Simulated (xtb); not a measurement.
S$_{2}$ (SMILES S=S), triplet, from a rough starting geometry; GFN2-xTB (xtb).

Here is a job for xtb.
```
$ xtb mol.xyz --gfn 2 --uhf 2 --opt vtight --json

# file mol.xyz
2

S     -0.00458929    -0.04560240     0.98374292
S     -0.01744411    -0.00730779    -0.97384323
```

The log (banner, timings and long lists left out):

```
   ID    Z sym.   atoms
    1   16 S      1, 2

           -------------------------------------------------
          |                Calculation Setup                |
           -------------------------------------------------

           -------------------------------------------------
          |                 G F N 2 - x T B                 |
           -------------------------------------------------

          ...................................................
          :                      SETUP                      :
          :.................................................:
          :  # basis functions                  20          :
          :  # atomic orbitals                  18          :
          :  # shells                            6          :
          :  # electrons                        12          :
          :  max. iterations                   250          :
          :  Hamiltonian                  GFN2-xTB          :
          :  restarted?                      false          :
          :  GBSA solvation                  false          :
          :  PC potential                    false          :
          :  electronic temp.          300.0000000     K    :
          :  accuracy                    1.0000000          :
          :  -> integral cutoff          0.2500000E+02      :
          :  -> integral neglect         0.1000000E-07      :
          :  -> SCF convergence          0.1000000E-05 Eh   :
          :  -> wf. convergence          0.1000000E-03 e    :
          :  Broyden damping             0.4000000          :
          :  net charge                          0          :
          :  unpaired electrons                  2          :
          ...................................................

 iter      E             dE          RMSdq      gap      omega  full diag
   1     -6.4851205 -0.648512E+01  0.408E+00    3.71       0.0  T
   2     -6.4854120 -0.291496E-03  0.190E+00    3.65       1.0  T
   3     -6.4854739 -0.619781E-04  0.320E-01    3.62       1.0  T
   4     -6.4854748 -0.873838E-06  0.170E-02    3.62       4.2  T
   5     -6.4854748 -0.252462E-09  0.844E-03    3.62       8.4  T
   6     -6.4854748 -0.501581E-10  0.539E-06    3.62   13122.2  T
   7     -6.4854748  0.621725E-14  0.298E-06    3.62   23759.0  T

   *** convergence criteria satisfied after 7 iterations ***

 transition dipole moment (au) for excitation:           6           7
     X       Y       Z
[...]
         :: total energy              -6.474772648596 Eh    ::
 * total energy  :    -6.4747726 Eh     change       -0.2664535E-14 Eh
 * total energy  :    -6.4763792 Eh     change       -0.1606593E-02 Eh
 * total energy  :    -6.4764494 Eh     change       -0.7010925E-04 Eh
 * total energy  :    -6.4764509 Eh     change       -0.1558801E-05 Eh
 * total energy  :    -6.4764513 Eh     change       -0.4065922E-06 Eh
 * total energy  :    -6.4764513 Eh     change       -0.1104983E-10 Eh
   *** GEOMETRY OPTIMIZATION CONVERGED AFTER 6 ITERATIONS ***
         :: total energy              -6.476451316246 Eh    ::
[...]
        12                         -0.0244302              -0.6648
        13                         -0.0177093              -0.4819
        14                         -0.0177093              -0.4819
        15                          0.0126409               0.3440
        16                          0.0699134               1.9024
        17                          0.0699134               1.9024
        18                          0.7183649              19.5477
      -------------------------------------------------------------
                  HL-Gap            0.1423343 Eh            3.8731 eV
             Fermi-level           -0.3634895 Eh           -9.8911 eV

     #   Z          covCN         q      C6AA      α(0)
     1  16 S        0.980     0.000   139.170    19.953
     2  16 S        0.980    -0.000   139.170    19.953

 Mol. C6AA /au·bohr⁶  :        556.681185
 Mol. C8AA /au·bohr⁸  :      27272.479251
 Mol. α(0) /au        :         39.906278

Wiberg/Mayer (AO) data.
largest (>0.10) Wiberg bond orders for each atom

 ---------------------------------------------------------------------------
     #   Z sym  total        # sym  WBO       # sym  WBO       # sym  WBO
 ---------------------------------------------------------------------------
     1  16 S    2.185 --     2 S    2.185
     2  16 S    2.185 --     1 S    2.185
 ---------------------------------------------------------------------------

Topologies differ in total number of bonds
Writing topology from bond orders to xtbtopo.mol

molecular dipole:
                 x           y           z       tot (Debye)
 q only:        0.000      -0.000       0.000
   full:       -0.000      -0.000       0.000       0.000
molecular quadrupole (traceless):
                xx          xy          yy          xz          yz          zz
 q only:       -0.000       0.000      -0.000      -0.000      -0.000       0.000
  q+dip:        0.993       0.000       0.992      -0.020       0.058      -1.984
   full:        0.812       0.000       0.811      -0.016       0.048      -1.623

optimized geometry written to: xtbopt.xyz

           -------------------------------------------------
          | TOTAL ENERGY               -6.476451316246 Eh   |
          | GRADIENT NORM               0.000000008083 Eh/α |
          | HOMO-LUMO GAP               3.873112909748 eV   |
           -------------------------------------------------

normal termination of xtb
```
